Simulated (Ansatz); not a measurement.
Consider the redistribution: `[SiH3]C1CB1Cl` + `O[Si](O)(F)Cl` → `O[Si](O)(F)[SiH3]` + `ClB1CC1Cl`.

Computed with Ansatz on PBE0-D4/def2-TZVP structures; ΔE is electronic, products minus reactants. CCSD(T)/CBS is the MP2 limit (def2-TZVPP, def2-QZVPP) plus CCSD(T) − MP2 in def2-TZVPP, frozen cores. This one scheme is used for every species. DFT in def2-TZVPP. B3LYP here is the variant with VWN-RPA as its local correlation; programs differ in this. One conformer a species, not always the lowest.

```csv
level,ΔE (kcal/mol),difference from CCSD(T)/CBS
PBE-D4,41.1,-6.2
r2SCAN-D4,46.6,-0.7
B3LYP-D4,44.5,-2.8
ωB97X-V,45.4,-1.9
B2PLYP,46.3,-1.0
PBE,40.8,-6.5
r2SCAN,46.5,-0.8
PBE0,44.0,-3.3
B3LYP,44.0,-3.3
SCS-MP2/def2-TZVPP,48.7,1.4
CCSD/def2-TZVPP,47.5,0.2
CCSD(T)/def2-TZVPP,47.0,-0.3
SCS-MP2/def2-QZVPP,48.9,1.6
HF/CBS(def2),49.9,2.6
MP2/CBS(def2),50.3,3.0
CCSD/CBS(def2),47.8,0.5
CCSD(T)/CBS,47.3,0
```

Largest T1 diagnostic among the species: 0.013.

From PBE to PBE0 (25 % exact exchange), in def2-TZVPP and without D4, ΔE moves by +3.2 kcal/mol.
